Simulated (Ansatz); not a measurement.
Li₃PS₄ (the lowest singlet isomer of a short search), 8 atoms. Hardware: 4 threads of Arm Neoverse N1 on a shared host.

Question: How many basis functions does each of these Ansatz runs have, and roughly what does it cost? PBE0-D4/def2-TZVPD, charge -1 doublet at the geometry of the charge 0 singlet, energy; LC-ωPBE/def2-TZVP, charge 0 singlet, energy, from earlier orbitals; r2SCAN-D4/def2-SVP, charge 0 singlet, frequencies; r2SCAN-D4/def2-TZVP, charge 0 singlet, energy, from earlier orbitals; PBE with 10 % exact exchange/def2-SVP, charge 0 singlet, energy, from earlier orbitals; r2SCAN-D4/def2-TZVP, charge 0 triplet at the geometry of the charge 0 singlet, energy, from earlier orbitals; r2SCAN-D4/def2-SVP, charge 0 singlet, relaxation, 8 steps; B97M-V/def2-TZVP, charge 0 singlet, energy, from earlier orbitals; LDA (SPW92)/def2-TZVP, charge 1 doublet at the geometry of the charge 0 singlet, energy, from earlier orbitals; PBE0-D4/def2-TZVP, charge 1 doublet at the geometry of the charge 0 singlet, energy; LDA (SPW92)/def2-TZVPD, charge -1 doublet at the geometry of the charge 0 singlet, energy, from earlier orbitals; LDA (SPW92)/def2-TZVPD, charge 0 singlet, energy, from earlier orbitals.

Answer: Other jobs shared the machine, so times can vary by a factor of up to 3. A dash marks memory too small to be measured apart from the calling script's.

```json
{"run": "PBE with 10 % exact exchange/def2-SVP, charge 0 singlet, energy, from earlier orbitals", "functions": "117", "fitting or Cholesky vectors": "1178", "wall time": "3.6 s", "peak host memory (GiB)": "–"}
{"run": "LDA (SPW92)/def2-TZVPD, charge 0 singlet, energy, from earlier orbitals", "functions": "278", "fitting or Cholesky vectors": "1942", "wall time": "4.7 s", "peak host memory (GiB)": "0.62"}
{"run": "LC-ωPBE/def2-TZVP, charge 0 singlet, energy, from earlier orbitals", "functions": "227", "fitting or Cholesky vectors": "1701", "wall time": "8 s", "peak host memory (GiB)": "0.6"}
{"run": "LDA (SPW92)/def2-TZVPD, charge -1 doublet at the geometry of the charge 0 singlet, energy, from earlier orbitals", "functions": "278", "fitting or Cholesky vectors": "1942", "wall time": "9.5 s", "peak host memory (GiB)": "0.68"}
{"run": "r2SCAN-D4/def2-TZVP, charge 0 singlet, energy, from earlier orbitals", "functions": "227", "fitting or Cholesky vectors": "1701", "wall time": "14 s", "peak host memory (GiB)": "–"}
{"run": "B97M-V/def2-TZVP, charge 0 singlet, energy, from earlier orbitals", "functions": "227", "fitting or Cholesky vectors": "1701", "wall time": "25 s", "peak host memory (GiB)": "–"}
{"run": "LDA (SPW92)/def2-TZVP, charge 1 doublet at the geometry of the charge 0 singlet, energy, from earlier orbitals", "functions": "227", "fitting or Cholesky vectors": "1701", "wall time": "25 s", "peak host memory (GiB)": "0.85"}
{"run": "PBE0-D4/def2-TZVP, charge 1 doublet at the geometry of the charge 0 singlet, energy", "functions": "227", "fitting or Cholesky vectors": "1753", "wall time": "30 s", "peak host memory (GiB)": "1.2"}
{"run": "r2SCAN-D4/def2-TZVP, charge 0 triplet at the geometry of the charge 0 singlet, energy, from earlier orbitals", "functions": "227", "fitting or Cholesky vectors": "1701", "wall time": "32 s", "peak host memory (GiB)": "0.57"}
{"run": "r2SCAN-D4/def2-SVP, charge 0 singlet, relaxation, 8 steps", "functions": "117", "fitting or Cholesky vectors": "1435", "wall time": "36 s", "peak host memory (GiB)": "–"}
{"run": "PBE0-D4/def2-TZVPD, charge -1 doublet at the geometry of the charge 0 singlet, energy", "functions": "278", "fitting or Cholesky vectors": "2047", "wall time": "64 s", "peak host memory (GiB)": "1.7"}
{"run": "r2SCAN-D4/def2-SVP, charge 0 singlet, frequencies", "functions": "117", "fitting or Cholesky vectors": "1435", "wall time": "3.2 min", "peak host memory (GiB)": "–"}
```
